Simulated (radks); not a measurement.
All-electron atom: Ru in [Kr] 4d7 6d1 (not the ground configuration). Calculated with a radial shooting solver on a logarithmic mesh with Libxc functionals: Dirac Kohn-Sham, PBE, spin-unpolarised, spherical densities, point nucleus; open shells fill j = l - 1/2 first. Some entries of the table are withheld. Estimate them.

orbital,occ.,eigenvalue (hartree),r(max) (bohr),<r^2> (bohr^2)
1s1/2,2,-805.9733,0.02171,0.001510
2s1/2,2,-116.0251,0.1230,0.02495
2p1/2,2,-107.2209,0.09548,0.01876
2p3/2,4,-102.4094,0.09947,0.02011
3s1/2,2,-20.59833,0.3618,0.1855
3p1/2,2,-17.18320,0.3486,0.1822
3p3/2,4,-16.36689,0.3581,0.1920
3d3/2,4,(1),0.2995,0.1750
3d5/2,6,(2),0.3023,0.1780
4s1/2,2,-3.00957,0.9151,1.180
4p1/2,2,-1.99590,0.9671,(3)
4p3/2,4,-1.87214,0.9920,(4)
4d3/2,4,-0.40197,1.207,3.278
4d5/2,3,-0.38981,1.219,3.373
6d3/2,1,-0.02025,21.02,439.9
6d5/2,0,-0.02015,21.08,439.8

Answer. 
(1) 3d3/2 eigenvalue (hartree): -10.32374
(2) 3d5/2 eigenvalue (hartree): -10.16472
(3) 4p1/2 <r^2> (bohr^2): 1.410
(4) 4p3/2 <r^2> (bohr^2): 1.491
